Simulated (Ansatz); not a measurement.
**Worked example: GaBr3 + CuH → GaHBr2 + CuBr**

Species: GaBr3 (gallium tribromide) `[Br][Ga]([Br])[Br]`, singlet; CuH, singlet; GaHBr2 `[Br][GaH][Br]`, singlet; CuBr (copper(i) bromide), singlet. The partners trade Br for H: Ga–Br and Cu–H bonds give way to Ga–H and Cu–Br.

Shapes, held fixed at every level: PBE0-D4/def2-TZVP. Programs: Ansatz 0.2.0. The zero-point and thermal change to 298 K, harmonic and unscaled (PBE0-D4/def2-TZVP), is +3.3 kJ/mol.

At wB97M-V/def2-TZVPP; 1 Eh = 2625.50 kJ/mol:

| species | energy (Eh) |
| --- | --- |
| GaBr3 | -9646.968518 |
| CuH | -1640.991395 |
| GaHBr2 | -7073.484630 |
| CuBr | -4214.489403 |

Problem. Work out ΔH(298 K) of the reaction at this level.

Solution. 
1. Products less reactants: (-7073.484630) + (-4214.489403) − [(-9646.968518) + (-1640.991395)] = -0.014120 Eh = -37.1 kJ/mol.
2. With the thermal change: -37.1 + (+3.3) = -33.8 kJ/mol.

Other levels give -79.4 (HF/def2-TZVPP) to -10.0 kJ/mol (SPW92/def2-TZVPP). No measured value is set beside it here. Relativity is left out for Br, Cu, Ga.
